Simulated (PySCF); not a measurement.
SMILES C[Si](O)(O)CCB(O)O, GFN2-xTB optimised geometry.

```
20

Si     2.25     0.47     1.29
C      2.92     0.93     3.01
O      2.65     1.59     0.18
O      2.96    -0.91     0.76
C      0.35     0.36     1.31
C     -0.22    -0.22     0.00
B     -1.82    -0.22     0.00
O     -2.49    -1.39     0.02
O     -2.56     0.93     0.00
H      4.00     0.91     3.03
H      2.61     1.93     3.30
H      2.56     0.26     3.79
H      3.44     1.46    -0.34
H      2.78    -1.74     1.19
H     -0.07     1.35     1.47
H      0.01    -0.25     2.14
H      0.16    -1.23    -0.14
H      0.16     0.38    -0.83
H     -3.44    -1.30     0.04
H     -2.05     1.74    -0.01
```

Density from PBE0/def2-SVP run with PySCF at that geometry.

Minimum of the electron density along straight lines between bonded atoms, close to the bond critical point (lines longer than 1.1 times the sum of covalent radii, or with two minima, are not listed):

```json
[
 {"bond": "Si1–C2", "length / Å": "1.903", "ρ at the minimum / e bohr⁻³": "0.112", "∇²ρ there / e bohr⁻⁵": "0.31", "position (fraction from the first atom)": "0.38"},
 {"bond": "Si1–O3", "length / Å": "1.628", "ρ at the minimum / e bohr⁻³": "0.130", "∇²ρ there / e bohr⁻⁵": "1.08", "position (fraction from the first atom)": "0.41"},
 {"bond": "Si1–O4", "length / Å": "1.641", "ρ at the minimum / e bohr⁻³": "0.125", "∇²ρ there / e bohr⁻⁵": "1.03", "position (fraction from the first atom)": "0.41"},
 {"bond": "Si1–C5", "length / Å": "1.903", "ρ at the minimum / e bohr⁻³": "0.115", "∇²ρ there / e bohr⁻⁵": "0.31", "position (fraction from the first atom)": "0.38"},
 {"bond": "C5–C6", "length / Å": "1.540", "ρ at the minimum / e bohr⁻³": "?", "∇²ρ there / e bohr⁻⁵": "?", "position (fraction from the first atom)": "0.51"},
 {"bond": "C6–B7", "length / Å": "1.599", "ρ at the minimum / e bohr⁻³": "0.180", "∇²ρ there / e bohr⁻⁵": "?", "position (fraction from the first atom)": "0.68"},
 {"bond": "B7–O8", "length / Å": "1.349", "ρ at the minimum / e bohr⁻³": "0.208", "∇²ρ there / e bohr⁻⁵": "1.16", "position (fraction from the first atom)": "0.33"},
 {"bond": "B7–O9", "length / Å": "1.364", "ρ at the minimum / e bohr⁻³": "0.200", "∇²ρ there / e bohr⁻⁵": "1.11", "position (fraction from the first atom)": "0.33"},
 {"bond": "C2–H10", "length / Å": "1.086", "ρ at the minimum / e bohr⁻³": "0.271", "∇²ρ there / e bohr⁻⁵": "-0.96", "position (fraction from the first atom)": "0.62"},
 {"bond": "C2–H11", "length / Å": "1.084", "ρ at the minimum / e bohr⁻³": "0.272", "∇²ρ there / e bohr⁻⁵": "-0.97", "position (fraction from the first atom)": "0.62"},
 {"bond": "C2–H12", "length / Å": "1.086", "ρ at the minimum / e bohr⁻³": "0.271", "∇²ρ there / e bohr⁻⁵": "-0.95", "position (fraction from the first atom)": "0.62"},
 {"bond": "O3–H13", "length / Å": "0.954", "ρ at the minimum / e bohr⁻³": "0.355", "∇²ρ there / e bohr⁻⁵": "-2.46", "position (fraction from the first atom)": "0.82"},
 {"bond": "O4–H14", "length / Å": "0.952", "ρ at the minimum / e bohr⁻³": "0.358", "∇²ρ there / e bohr⁻⁵": "-2.46", "position (fraction from the first atom)": "0.82"},
 {"bond": "C5–H15", "length / Å": "1.091", "ρ at the minimum / e bohr⁻³": "0.270", "∇²ρ there / e bohr⁻⁵": "-0.94", "position (fraction from the first atom)": "0.62"},
 {"bond": "C5–H16", "length / Å": "1.091", "ρ at the minimum / e bohr⁻³": "0.271", "∇²ρ there / e bohr⁻⁵": "-0.95", "position (fraction from the first atom)": "0.62"},
 {"bond": "C6–H17", "length / Å": "1.089", "ρ at the minimum / e bohr⁻³": "0.274", "∇²ρ there / e bohr⁻⁵": "-0.98", "position (fraction from the first atom)": "0.62"},
 {"bond": "C6–H18", "length / Å": "1.092", "ρ at the minimum / e bohr⁻³": "0.271", "∇²ρ there / e bohr⁻⁵": "-0.95", "position (fraction from the first atom)": "0.62"},
 {"bond": "O8–H19", "length / Å": "0.959", "ρ at the minimum / e bohr⁻³": "0.358", "∇²ρ there / e bohr⁻⁵": "-2.39", "position (fraction from the first atom)": "0.81"},
 {"bond": "O9–H20", "length / Å": "0.956", "ρ at the minimum / e bohr⁻³": "0.361", "∇²ρ there / e bohr⁻⁵": "-2.42", "position (fraction from the first atom)": "0.81"}
]
```

Fill in the missing entries.


- C5–C6, ρ at the minimum / e bohr⁻³: 0.229
- C5–C6, ∇²ρ there / e bohr⁻⁵: -0.48
- C6–B7, ∇²ρ there / e bohr⁻⁵: -0.24
